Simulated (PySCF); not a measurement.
CaCl2, charge +1, multiplicity 2. Atoms are numbered in the order given.

```xyz
3

Ca     0.0000     0.0000     1.3178
Cl     0.0000     1.3700    -0.7752
Cl     0.0000    -1.3700    -0.7752
```
Charge +1, spin multiplicity 2.

Geometry optimised at B3LYP-D3(BJ)/def2-TZVP. The spin state was assumed, not searched. The isomer is the one that the SMILES or the coordinates give; other isomers of the formula were not compared.

Level of theory: TDA-M06-2X/def2-TZVPD (PySCF).

Vertical excitations. The molecule is in vacuum.

Computed UV-visible absorptions:
| state | energy (eV) | λ (nm) | f | main pairs |
|---|---|---|---|---|
| root 1 | 1.16 | 1064 | 0.000 | β HOMO→LUMO 99 % |
| root 2 | 1.94 | 638 | 0.000 | β HOMO−2→LUMO 99 % |
| root 3 | 2.07 | 600 | 0.000 | β HOMO−3→LUMO 99 % |
| root 4 | 2.44 | 508 | 0.010 | β HOMO−4→LUMO 67 %, β HOMO−1→LUMO 31 % |
| root 5 | 3.86 | 321 | 0.296 | β HOMO−1→LUMO 59 %, β HOMO−4→LUMO 30 % |
| root 6 | 5.33 | 232 | 0.001 | α HOMO→LUMO 95 % |
| root 7 | 5.51 | 225 | 0.000 | β HOMO→LUMO+1 94 % |
| root 8 | 5.82 | 213 | 0.000 | α HOMO−1→LUMO 94 % |
| root 9 | 6.02 | 206 | 0.007 | β HOMO−1→LUMO+1 94 % |
| root 10 | 6.10 | 203 | 0.002 | α HOMO−2→LUMO 6 %, β HOMO−2→LUMO+1 85 % |
Unrestricted roots are not spin-pure.
